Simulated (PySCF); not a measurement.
This doublet is an excited state, 0.49 eV above the relaxed quartet at the level B3LYP-D3(BJ)/def2-TZVP // TPSS-D3(BJ)/def2-SVP (PySCF).

**[Ni(Cl)4]- (charge -1, multiplicity 2)**

Calculation: TPSSh-D3(BJ)/def2-TZVP // TPSS-D3(BJ)/def2-SVP run with PySCF 2.14.0.

The highest occupied spin orbital is -2.97 eV and the charge on the central atom (Mulliken) is 0.52 e. The charge on the central atom (meta-Löwdin) comes out as 1.02 e and the spin population on the central atom (Mulliken) comes out as 0.92. The total energy is -3349.5084 Ha. The cost is around 13 core-minutes (rough).

Bonds (Å): Ni1–Cl2 2.190, Ni1–Cl3 2.190, Ni1–Cl4 2.180, Ni1–Cl5 2.180. Angles (°): Cl2–Ni1–Cl3 155.4, Cl2–Ni1–Cl4 94.4, Cl2–Ni1–Cl5 94.4, Cl3–Ni1–Cl4 94.4, Cl3–Ni1–Cl5 94.3, Cl4–Ni1–Cl5 138.1.
Charge -1, spin multiplicity 2.
